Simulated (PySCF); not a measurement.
# A survey of $^{29}$Si NMR shifts

In vacuum, no relativistic terms, a single conformation, averaged over atoms made equivalent by symmetry, fast rotation or ring inversion. PBE0/pcSseg-1 with gauge-including orbitals; PBE0-D3(BJ)/def2-SVP geometry; PySCF 2.14.0 with density-fitted response routines.

Shieldings were converted by a linear fit to measured shifts: $^{29}$Si (scatter 8.9 ppm rms, 23.9 ppm with the 6 outliers that the fit left out vs TMS, solution or neat liquid). A few per cent of atoms miss by over 2 rms, more outside the fitted compound classes.

(1) Give the $^{29}$Si shifts of `C[C@@H]1CCN[SiH2]1`.

(2) Match the shifts -14.9, -23.8, -59.8 ppm to `[SiH3]N1CCCC1`, `C[Si@H]1CCCN1`, `CN[SiH2]C1CC1`.

Results:

(1) 
```
          compound                                        environment  δ (ppm)
C[C@@H]1CCN[SiH2]1  silicon bonded to C, N, 2 H, in a 5-membered ring    -29.1
```

(2) -14.9: C[Si@H]1CCCN1 (silicon bonded to 2 C, N, H, in a 5-membered ring); -23.8: CN[SiH2]C1CC1 (silicon bonded to C, N, 2 H); -59.8: [SiH3]N1CCCC1 (silicon bonded to N, 3 H).
